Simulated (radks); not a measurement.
The numbers below are computed, except where a source is named.
Problem. Species: P V. Configuration: [He] 2s2 2p4 3s1 4s2 (not the ground configuration). Code: a radial shooting solver on a logarithmic mesh with Libxc functionals. Model: non-relativistic Kohn-Sham, HCTH/407, spin-polarised, spherical densities, point nucleus; open shells are filled with parallel spins first. Some entries of the table are withheld. Estimate them.

orbital  occ.  eigenvalue (eV)  <1/r> (bohr^-1)
1s up       1        -2228.640            14.55
1s down     1        -2224.052            14.58
2s up       1        -296.1074              (1)
2s down     1        -286.9092              (2)
2p up       3        -252.4103            2.917
2p down     1        -241.2566            2.876
3s up       1         -80.3493              (3)
4s up       1              (4)           0.4751
4s down     1              (5)           0.4690

Solution. 
(1) 2s up <1/r> (bohr^-1): 2.995
(2) 2s down <1/r> (bohr^-1): 2.955
(3) 3s up <1/r> (bohr^-1): 1.035
(4) 4s up eigenvalue (eV): -34.0336
(5) 4s down eigenvalue (eV): -33.3791
